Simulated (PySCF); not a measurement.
# Bond lengths and vibrations by method: CGeH4

All numbers below are calculated, not measured. They come from PySCF 2.14.0, an open-source quantum chemistry program, on an isolated molecule that a program drew, which may never have been made. The molecule is CGeH4 (charge 0, singlet), drawn as the SMILES string `[CH3][GeH]`.

The geometry was optimised and harmonic frequencies were computed with HF and MP2, all in the cc-pVDZ basis, for the commonest isotopes, with a restricted reference for singlets and an unrestricted one otherwise, and a frozen core in MP2. Germanium has the cc-pVDZ-PP basis, with a core potential (ECP10MDF) in place of its 10 inner electrons, and its 3s, 3p and 3d shells are frozen in MP2. Each result is a local minimum of its method.

Geometry at the HF minimum:
```xyz
6
CGeH4, angstrom
C     0.2678    2.1310    0.3672
Ge    1.7459    2.8715    1.4965
H     0.2487    2.6449   -0.6004
H     0.4553    1.0713    0.1607
H    -0.7079    2.2340    0.8449
H     2.8933    2.5182    0.4545
```

Lengths of the bonds as drawn, in Å (atoms numbered as above):
```
  bond     HF    MP2
C1-Ge2  2.002  2.009
 C1-H3  1.096  1.107
 C1-H4  1.096  1.107
 C1-H5  1.091  1.101
Ge2-H6  1.590  1.596
```

Rotational constants, in GHz:
```
constant,HF,MP2
A,89.24,87.86
B,9.001,8.938
C,8.611,8.547
```

Harmonic frequencies in cm^-1, each column in rising order, so a row needn't be the same motion in every method:
```
rank    HF   MP2
   1   159   147
   2   560   546
   3   628   568
   4   646   607
   5   957     ?
   6  1340  1229
   7  1536  1436
   8  1552  1452
   9  1975  1948
  10  3150  3061
  11  3225  3153
  12  3266  3199
```

**Estimate the missing MP2 frequency from the HF column.**

A single factor s that minimises the squared misfit of MP2 against s times HF over the other rows is sum(HF x MP2) / sum(HF^2) = 0.9691, with an rms misfit of 38 cm^-1. For rank 5 it gives 0.9691 x 957 = 927 cm^-1. The calculation gives 897 cm^-1, 30 cm^-1 below the estimate. The drawn bonds are on average 0.7 % longer in MP2 than in HF.
